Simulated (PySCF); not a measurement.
Species: [TcN(CN)4]-, C4N5Tc (charge -1 and doublet state).
Bonds: Tc1–N2, Tc1–C3, Tc1–C5, Tc1–C7, Tc1–C9, C3–N4, C5–N6, C7–N8, C9–N10.

Computed with PySCF, PBE0-D3(BJ)/def2-SVP geometry optimisation, gas phase, def2 core potentials past Kr.

(1) Give the optimised bond lengths and angles.

Answers

(1) 
| bond | length (pm) |
| --- | --- |
| Tc1–N2 | 159.0 |
| Tc1–C3 and 3 like bonds | 207.9 |
| C3–N4 and 3 like bonds | 116.5 |

Bonds in one row agree within 1 pm and their mean is given. A selection of angles:
| angle | degrees |
| --- | --- |
| N2–Tc1–C3 | 105.4 |
| C3–Tc1–C5 | 85.7 |
| C3–Tc1–C7 | 149.2 |
| Tc1–C3–N4 | 179.4 |

All 4 C–Tc bonds measure 2.079 Å. Tc1 (technetium bonded to 4 C and N) is square pyramidal (τ5 = (β − α)/60° = 0.00 from the two widest angles, 149.2° and 149.2° (0 for a square pyramid, 1 for a trigonal bipyramid)). All 4 C–N bonds measure 1.165 Å.

Point group: C4v (tolerance 0.08 Å). Not checked by PBE0-D3(BJ)/def2-SVP frequencies. ⟨S²⟩ = 0.770 (exact for a doublet: 0.75). The geometry's basis has no diffuse functions, a weakness for an anion.

Caution for open-shell metal species: one SCF solution and one stationary point were followed, and a lower state or a bent or distorted shape isn't ruled out.
